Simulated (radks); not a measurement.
The titanium ion Ti4+, 18 electrons, occupied as [Ar] (the NIST ground configuration). All-electron calculation, Dirac Kohn-Sham, PBE, spin-unpolarised, spherical densities, finite nucleus; Fermi nuclear charge, rms radius 3.5921 fm. Program: a radial shooting solver on a logarithmic mesh with Libxc functionals.

Radial electron density D(r) = 4 pi r^2 rho(r):

| r (bohr) | D(r) (e/bohr) |
|---|---|
| 0.003642 | 1.091 |
| 0.004593 | 1.654 |
| 0.005793 | 2.480 |
| 0.007306 | 3.669 |
| 0.009213 | 5.333 |
| 0.01162 | 7.585 |
| 0.01465 | 10.50 |
| 0.01848 | 14.04 |
| 0.0233 | 17.98 |
| 0.02963 | 21.96 |
| 0.03736 | 24.94 |
| 0.04712 | 26.20 |
| 0.05942 | 25.29 |
| 0.07494 | 22.73 |
| 0.0945 | 20.21 |
| 0.1192 | 19.91 |
| 0.1503 | 22.74 |
| 0.1895 | 26.78 |
| 0.239 | 27.94 |
| 0.3015 | 23.47 |
| 0.3802 | 15.30 |
| 0.4794 | 8.895 |
| 0.6046 | 7.665 |
| 0.7625 | 9.314 |
| 0.9616 | 9.209 |
| 1.213 | 6.180 |
| 1.529 | 2.691 |
| 1.929 | 0.7280 |
| 2.432 | 0.1128 |
| 3.068 | 0.008694 |

D(r) has 3 maxima, at r = 0.0479, 0.226, 0.853 bohr, and minima at 0.109, 0.567 bohr, inside which lie 2.15, 10.35 electrons.
